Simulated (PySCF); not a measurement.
Compound: benzo[c]thiophene, C8H6S.
Bonds: C1–C2 (aromatic), C2–C3 (aromatic), C3–C4 (aromatic), C4–C5 (aromatic), C5–S6 (aromatic), S6–C7 (aromatic), C7–C8 (aromatic), C8–C9 (aromatic), C1–C9 (aromatic), C4–C8 (aromatic). Hydrogens: H10 on C1; H11 on C2; H12 on C3; H13 on C5; H14 on C7; H15 on C9.

The same species was optimised twice, with GFN2-xTB and with PBE0-D3(BJ)/def2-SVP (PySCF), and the same property calculations (PySCF, gas phase) were run on both structures.

```json
{"coordinate": "C4–C5 (Å)", "GFN2-xTB": "1.375", "PBE0-D3(BJ)/def2-SVP": "1.389", "change": "+0.014"}
{"coordinate": "C7–C8 (Å)", "GFN2-xTB": "1.375", "PBE0-D3(BJ)/def2-SVP": "1.389", "change": "+0.014"}
{"coordinate": "C1–C2 (Å)", "GFN2-xTB": "1.418", "PBE0-D3(BJ)/def2-SVP": "1.430", "change": "+0.012"}
{"coordinate": "C8–C9 (Å)", "GFN2-xTB": "1.417", "PBE0-D3(BJ)/def2-SVP": "1.427", "change": "+0.010"}
{"coordinate": "C3–C4 (Å)", "GFN2-xTB": "1.417", "PBE0-D3(BJ)/def2-SVP": "1.427", "change": "+0.010"}
{"coordinate": "C2–C3 (Å)", "GFN2-xTB": "1.360", "PBE0-D3(BJ)/def2-SVP": "1.368", "change": "+0.008"}
{"coordinate": "C1–C9 (Å)", "GFN2-xTB": "1.360", "PBE0-D3(BJ)/def2-SVP": "1.368", "change": "+0.008"}
{"coordinate": "C4–C8 (Å)", "GFN2-xTB": "1.440", "PBE0-D3(BJ)/def2-SVP": "1.448", "change": "+0.008"}
{"coordinate": "S6–C7 (Å)", "GFN2-xTB": "1.708", "PBE0-D3(BJ)/def2-SVP": "1.701", "change": "-0.007"}
{"coordinate": "C5–S6 (Å)", "GFN2-xTB": "1.708", "PBE0-D3(BJ)/def2-SVP": "1.701", "change": "-0.007"}
{"coordinate": "C5–S6–C7 (°)", "GFN2-xTB": "92.4", "PBE0-D3(BJ)/def2-SVP": "93.8", "change": "+1.4"}
{"coordinate": "C4–C5–S6 (°)", "GFN2-xTB": "111.9", "PBE0-D3(BJ)/def2-SVP": "111.2", "change": "-0.7"}
{"coordinate": "S6–C7–C8 (°)", "GFN2-xTB": "111.9", "PBE0-D3(BJ)/def2-SVP": "111.2", "change": "-0.7"}
{"coordinate": "C1–C9–C8 (°)", "GFN2-xTB": "119.2", "PBE0-D3(BJ)/def2-SVP": "119.4", "change": "+0.2"}
{"coordinate": "C2–C3–C4 (°)", "GFN2-xTB": "119.2", "PBE0-D3(BJ)/def2-SVP": "119.4", "change": "+0.2"}
{"coordinate": "C2–C1–C9 (°)", "GFN2-xTB": "121.3", "PBE0-D3(BJ)/def2-SVP": "121.2", "change": "-0.1"}
{"coordinate": "C1–C2–C3 (°)", "GFN2-xTB": "121.3", "PBE0-D3(BJ)/def2-SVP": "121.3", "change": "0.0"}
{"coordinate": "C3–C4–C8 (°)", "GFN2-xTB": "119.4", "PBE0-D3(BJ)/def2-SVP": "119.4", "change": "0.0"}
```

Rotational constants: A = 3744, B = 1161, C = 886.3 MHz (GFN2-xTB) against A = 3689, B = 1153, C = 878.5 MHz (PBE0-D3(BJ)/def2-SVP). Point groups within 0.08 Å: C2v and C2v.

On the GFN2-xTB structure: lowest singlet, TDDFT (eV) 3.87 [CAM-B3LYP/def2-SVPD]; lowest triplet, Tamm–Dancoff (eV) 2.30 [CAM-B3LYP/def2-SVPD]; isotropic polarisability (au) 110.4 [CAM-B3LYP/def2-SVPD]; HOMO (eV) -7.02 [CAM-B3LYP/def2-SVPD]; LUMO (eV) -0.59 [CAM-B3LYP/def2-SVPD]; dipole (D) 0.14 [CAM-B3LYP/def2-SVPD]; HOMO (eV) -5.93 [PBE0/pcSseg-1]; LUMO (eV) -1.58 [PBE0/pcSseg-1]; dipole (D) 0.07 [PBE0/pcSseg-1]; GIAO shielding of C1/C2 (mean) (ppm) 57.8 [PBE0/pcSseg-1]; GIAO shielding of C3/C9 (mean) (ppm) 59.7 [PBE0/pcSseg-1]; GIAO shielding of C4/C8 (mean) (ppm) 45.1 [PBE0/pcSseg-1]; GIAO shielding of C5/C7 (mean) (ppm) 61.2 [PBE0/pcSseg-1]; GIAO shielding of S6 (ppm) 246.7 [PBE0/pcSseg-1].

**Question.** What do these properties become on the PBE0-D3(BJ)/def2-SVP structure?

**Answer.** 
| property | level | on GFN2-xTB | on PBE0-D3(BJ)/def2-SVP | change |
| --- | --- | --- | --- | --- |
| lowest singlet, TDDFT (eV) | CAM-B3LYP/def2-SVPD | 3.87 | 3.89 | +0.02 |
| lowest triplet, Tamm–Dancoff (eV) | CAM-B3LYP/def2-SVPD | 2.30 | 2.32 | +0.02 |
| isotropic polarisability (au) | CAM-B3LYP/def2-SVPD | 110.4 | 111.9 | +1.5 |
| HOMO (eV) | CAM-B3LYP/def2-SVPD | -7.02 | -7.03 | -0.01 |
| LUMO (eV) | CAM-B3LYP/def2-SVPD | -0.59 | -0.59 | 0.00 |
| dipole (D) | CAM-B3LYP/def2-SVPD | 0.14 | 0.11 | -0.03 |
| energy, GFN2-xTB geometry as zero (kcal/mol) | CAM-B3LYP/def2-SVPD | 0.0 | -0.8 | -0.8 |
| HOMO (eV) | PBE0/pcSseg-1 | -5.93 | -5.94 | -0.01 |
| LUMO (eV) | PBE0/pcSseg-1 | -1.58 | -1.58 | 0.00 |
| dipole (D) | PBE0/pcSseg-1 | 0.07 | 0.04 | -0.03 |
| energy, GFN2-xTB geometry as zero (kcal/mol) | PBE0/pcSseg-1 | 0.0 | -0.3 | -0.3 |
| GIAO shielding of C1/C2 (mean) (ppm) | PBE0/pcSseg-1 | 57.8 | 55.3 | -2.5 |
| GIAO shielding of C3/C9 (mean) (ppm) | PBE0/pcSseg-1 | 59.7 | 57.2 | -2.5 |
| GIAO shielding of C4/C8 (mean) (ppm) | PBE0/pcSseg-1 | 45.1 | 42.5 | -2.6 |
| GIAO shielding of C5/C7 (mean) (ppm) | PBE0/pcSseg-1 | 61.2 | 60.9 | -0.3 |
| GIAO shielding of S6 (ppm) | PBE0/pcSseg-1 | 246.7 | 244.8 | -1.9 |

The heavy atoms differ by 0.013 Å rms after alignment. Among bonds between heavy atoms C4–C5 and C7–C8 change most and about equally (+0.014 Å). Changes are differences of the printed values. Neither structure is proved a minimum here.
